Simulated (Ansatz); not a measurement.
`C[SiH2]SC#N`, charge 0, multiplicity 1.

Problem. Give a relaxed structure at PBE0-D4/def2-TZVP (Ansatz 0.2.0). (Estimate.)

Solution. Ansatz gave: 
```xyz
10

C    -0.321   -1.290    0.142
Si    0.945    0.041    0.392
S     0.777    1.562   -1.165
C    -0.841    1.917   -0.874
N    -1.956    2.158   -0.684
H    -0.234   -2.038    0.934
H    -1.327   -0.866    0.179
H    -0.185   -1.783   -0.822
H     2.341   -0.422    0.197
H     0.802    0.720    1.701
```
This is one stationary point; other conformers may exist.
